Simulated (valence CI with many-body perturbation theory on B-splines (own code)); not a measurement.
# Forbidden lines of Ba XVIII

Method: valence CI with perturbative core correlation (CI+MBPT): three valence electrons over a frozen Dirac-Fock core [Kr], a basis of 9 s, 9 p, 10 d, 8 f, 5 g, 3 h, 1 i functions for each j, with the one-electron correlation potential Σ1, the two-electron term Σ2, the three-electron term Σ3, Breit, model QED; selected CI, second order for the rest (own B-spline code, finite nucleus).

No measured spectrum was set against this ion. As an estimate, terms of the open shell hold to 2 to 4 % of their energy, and close levels can change places. Only levels of the ground parity were solved; by the run's estimate the other parity begins above the list, which can be wrong where configurations are misplaced.

Lines 1 to 50 of 72 in falling wavelength, among levels below 17.866 eV, chosen from the decays that carry over 1 % of a level's rate. Wavelengths and rates use the calculated energies, so an error of 2000 cm⁻¹ moves a line at 7484 Å by 15 % and its rate by three times that or more. Electric multipoles are in the length gauge, E1 and E2 with the static RPA response of the core. Weak lines are less certain than strong ones. Lines between different terms over intervals too small for the method are left out, as are lines whose strength nearly cancels. The highest levels of a list are the least certain.

Names give the largest LS component (configuration and term), which can be under half, so a name can repeat, a term be missing and a line seem to break the LS rules; names also repeat where a configuration has a term twice. Letters in brackets count levels of one name in rising energy.

```
λ vac (Å)           Upper           Lower  Type   A (s⁻¹)  Branch %
    18650      4d³ ⁴P_1/2      4d³ ⁴P_3/2    M1  4.27e+00       8.3
    15000      4d³ ⁴F_9/2      4d³ ⁴F_7/2    M1  4.99e+00     100.0
     8596      4d³ ⁴F_7/2      4d³ ⁴F_5/2    M1  5.27e+01     100.0
     7484      4d³ ²G_9/2     4d³ ²H_11/2    M1  1.02e+01       1.3
     6910  4d³ ²D_5/2 [a]  4d³ ²D_3/2 [a]    M1  2.55e+01       5.2
     6346      4d³ ⁴F_5/2      4d³ ⁴F_3/2    M1  1.43e+02     100.0
     6059      4d³ ²P_3/2  4d³ ²D_5/2 [a]    M1  1.33e+01       1.3
     5660      4d³ ⁴P_3/2      4d³ ⁴F_5/2    M1  2.22e+01      10.7
     5658     4d³ ²H_11/2      4d³ ²H_9/2    M1  3.78e+01      25.0
     4664      4d³ ²H_9/2      4d³ ⁴F_9/2    M1  1.60e+02      52.0
     4400  4d³ ²D_5/2 [a]      4d³ ⁴P_5/2    M1  1.61e+01       3.3
     4237      4d³ ⁴P_5/2      4d³ ⁴P_3/2    M1  1.25e+02      77.0
     3864      4d³ ²G_7/2      4d³ ⁴F_7/2    M1  1.20e+02      23.5
     3776  4d³ ²D_5/2 [a]      4d³ ²G_7/2    M1  7.48e+00       1.5
     3774  4d³ ²D_3/2 [a]      4d³ ⁴P_1/2    M1  8.39e+01       8.4
     3712      4d³ ²P_3/2      4d³ ²P_1/2    M1  1.46e+02      14.6
     3558      4d³ ²H_9/2      4d³ ⁴F_7/2    M1  1.48e+02      48.0
     3374      4d³ ⁴P_5/2      4d³ ⁴F_7/2    M1  1.28e+01       7.9
     3275      4d³ ²P_1/2      4d³ ⁴P_1/2    M1  4.63e+02      94.7
     3228      4d³ ²P_3/2  4d³ ²D_3/2 [a]    M1  2.86e+02      28.6
     3222      4d³ ²G_9/2      4d³ ²H_9/2    M1  3.38e+02      42.5
     3139  4d³ ²D_3/2 [a]      4d³ ⁴P_3/2    M1  4.39e+02      43.9
     3090      4d³ ²F_5/2      4d³ ⁴P_5/2    M1  9.71e+01      33.0
     3007      4d³ ²G_9/2      4d³ ²G_7/2    M1  3.62e+02      45.6
     2992      4d³ ⁴P_3/2      4d³ ⁴F_3/2    M1  1.85e+02      89.3
     2876      4d³ ²F_7/2      4d³ ⁴P_5/2    M1  5.61e+00       1.9
     2786      4d³ ²P_1/2      4d³ ⁴P_3/2    M1  8.14e+00       1.7
     2768      4d³ ²F_5/2      4d³ ²G_7/2    M1  3.36e+01      11.4
     2666      4d³ ²G_7/2      4d³ ⁴F_5/2    M1  3.88e+02      76.3
     2600  4d³ ²D_3/2 [b]      4d³ ²P_3/2    M1  2.23e+01       1.9
     2595      4d³ ²F_7/2      4d³ ²G_7/2    M1  7.78e+01      25.7
     2578      4d³ ⁴P_1/2      4d³ ⁴F_3/2    M1  4.67e+01      90.7
     2578      4d³ ⁴P_1/2      4d³ ⁴F_3/2    E2  5.22e-01       1.0
     2557     4d³ ²H_11/2      4d³ ⁴F_9/2    M1  1.14e+02      75.0
     2549      4d³ ²P_3/2      4d³ ⁴P_5/2    M1  2.84e+02      28.5
     2423      4d³ ⁴P_5/2      4d³ ⁴F_5/2    M1  1.90e+01      11.7
     2364  4d³ ²D_5/2 [b]      4d³ ²P_3/2    M1  3.51e+01       1.7
     2207  4d³ ²D_3/2 [b]      4d³ ²F_5/2    M1  1.90e+02      16.6
     2158  4d³ ²D_5/2 [a]      4d³ ⁴P_3/2    M1  5.83e+01      11.8
     2139  4d³ ²D_5/2 [b]      4d³ ²F_7/2    M1  2.11e+02      10.5
     2034  4d³ ²D_5/2 [b]      4d³ ²F_5/2    M1  4.80e+02      23.9
     2019  4d³ ²D_3/2 [a]      4d³ ⁴F_5/2    M1  3.51e+02      35.1
     1910  4d³ ²D_5/2 [a]      4d³ ⁴F_7/2    M1  3.10e+02      62.8
     1906      4d³ ²G_9/2      4d³ ⁴F_9/2    M1  1.42e+01       1.8
     1820  4d³ ²D_3/2 [b]  4d³ ²D_5/2 [a]    M1  3.42e+02      29.8
     1787      4d³ ²F_5/2      4d³ ⁴P_3/2    M1  5.98e+01      20.3
     1754      4d³ ⁴P_5/2      4d³ ⁴F_3/2    M1  5.33e+00       3.3
     1732      4d³ ²F_7/2      4d³ ⁴F_9/2    M1  1.42e+02      46.7
     1691      4d³ ²G_9/2      4d³ ⁴F_7/2    M1  7.03e+01       8.9
     1613      4d³ ²F_5/2      4d³ ⁴F_7/2    M1  1.26e+01       4.3
```
